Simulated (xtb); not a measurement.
cyclopentanone (C5H8O), SMILES O=C1CCCC1. All values are semi-empirical tight-binding results from xtb (GFN2-xTB unless named), good for trends rather than for accurate numbers. Coordinates come from a GFN2-xTB optimisation. Other conformers were not sampled.

```json
{
 "point_group_as_xtb_finds_it": "C2",
 "orbital_gap": "4.01 eV",
 "dipole_moment": "3.30 D",
 "zero_point_energy": "74.9 kcal/mol",
 "G − E(el) at 298.15 K (modified RRHO)": "57.1 kcal/mol",
 "static polarisability (D4 model)": "59.6 bohr³",
 "solvation energy, GFN2-xTB/ALPB(water)": "-2.9 kcal/mol",
 "solvation energy, GFN2-xTB/ALPB(acetone)": "-6.6 kcal/mol"
}
```

**Question.** Give the IR lines (harmonic; lines under 4 % of the strongest left out, lines within 3 cm⁻¹ merged). (The exact figures need the calculation; the answer reports its results.)

**Answer.** ν (cm⁻¹): 853 (w), 1025 (w), 1137 (m), 1436 (w), 1801 (vs), 2995 (m), 3013 (w), 3017 (m) (against the strongest line: vs over 80 %, s over 45 %, m over 15 %, w over 4 %, vw less)
